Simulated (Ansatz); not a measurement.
Isolated molecules relaxed with PBE0-D4/def2-TZVP in Ansatz; ΔE leaves out vibrations. CCSD(T)/CBS is the MP2 limit (def2-TZVPP, def2-QZVPP) plus CCSD(T) − MP2 in def2-TZVPP, frozen cores. Functionals use def2-TZVPP. B3LYP here is the variant with VWN-RPA as its local correlation; programs differ in this. Elements past krypton have def2 core potentials. For I, Ti outer-core shells are correlated without core-valence functions, which leaves a few kJ/mol of doubt a bond. Scalar relativity is left out up to krypton. One conformer a species, not always the lowest.

`[SH][Ti]([Cl])([Cl])[Cl]` + `N[SiH2]I` → `[Cl][Ti]([Cl])([Cl])[I]` + `N[SiH2]S`  (redistribution)

Problem. Is it downhill or uphill in electronic energy at CCSD(T)/CBS, and by how much? (Best estimate.)

Solution. Ansatz gave: Downhill: ΔE = -0.16 eV.

Problem. What do these levels give: LDA (SPW92), r2SCAN0-D4, B3LYP, r2SCANh, LC-ωPBE, HF/def2-SVP? (An estimate is asked.)

Solution. Ansatz gave: LDA (SPW92) -0.14, r2SCAN0-D4 -0.13, B3LYP -0.13, r2SCANh -0.13, LC-ωPBE -0.11, HF/def2-SVP -0.06 eV.

Largest T1 diagnostic among the species: 0.026, so the coupled-cluster value is less sure than usual.

Leaving LDA and LC-ωPBE aside and taking each functional with its dispersion term where it has one, the values, not all of them listed here, spread over 0.11 eV, from B2PLYP to ωB97M-V. In def2-TZVPP, CCSD(T) changes the Hartree–Fock value by −0.09 eV (the triples alone add −0.05 eV) and MP2 by −0.18 eV.
